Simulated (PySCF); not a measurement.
F₂O₂W, charge -1, multiplicity 2. Atoms are numbered in the order given.

```xyz
5

W      0.0000     0.0000     0.1038
O      0.0000     1.4502     1.0901
O      0.0000    -1.4502     1.0901
F     -1.2855     0.0000    -1.3955
F      1.2855     0.0000    -1.3955
```
Charge -1, spin multiplicity 2.

Geometry: PBE-D3(BJ)/def2-SVPD. The spin state was assumed, not searched. The isomer is the one that the SMILES or the coordinates give; other isomers of the formula were not compared. The def2 effective core potentials stand for the cores of W; spin–orbit coupling is left out.

All values below come from PySCF with CAM-B3LYP/def2-SVPD.

| Item | Value |
|---|---|
| total energy | -417.11835 hartree |
| point group | C2v |
| α spin, highest occupied and lowest empty level | -2.37 and 4.53 eV |
| β spin, highest occupied and lowest empty level | -5.36 and 3.63 eV |
| dipole moment about the centre of nuclear charge | 0.039 e·Å |
| mean static polarisability | 53.0 bohr³ (7.85 Å³) |
| polarisability, principal values | 47.9, 53.8, 57.1 bohr³ |
| ⟨S²⟩ | 0.755 (pure state 0.75) |
